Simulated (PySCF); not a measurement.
C3H3N2, SMILES N1[N]C=CC=1, multiplicity 2. Atoms are numbered in the order given.

```xyz
8

C      0.0000     0.0000    -1.1451
C      0.0000     1.1190    -0.2896
N      0.0000     0.6167     0.9684
N      0.0000    -0.6167     0.9684
C      0.0000    -1.1190    -0.2896
H      0.0000     0.0000    -2.2349
H      0.0000     2.1883    -0.4881
H      0.0000    -2.1883    -0.4881
```
Charge 0, spin multiplicity 2.

Geometry optimised at ωB97X-D3(BJ)/def2-SVP. The isomer is the one that the SMILES or the coordinates give; other isomers of the formula were not compared.

All values below come from PySCF with SMD-B3LYP/def2-SVP.

Solvation free energies are E(SMD) − E(gas) at the gas-phase geometry, for 1 M in both phases. In vacuum the dipole moment is 1.33 D.

Computed solvation free energies in water, cyclohexanone, chlorobenzene:
```json
[
 {"solvent": "water", "ΔG(solv) (kcal/mol)": "-2.0", "its non-electrostatic (CDS) part": "1.0", "dipole (D)": "1.81"},
 {"solvent": "cyclohexanone", "ΔG(solv) (kcal/mol)": "-1.5", "its non-electrostatic (CDS) part": "1.2", "dipole (D)": "1.76"},
 {"solvent": "chlorobenzene", "ΔG(solv) (kcal/mol)": "-2.2", "its non-electrostatic (CDS) part": "0.0", "dipole (D)": "1.69"}
]
```
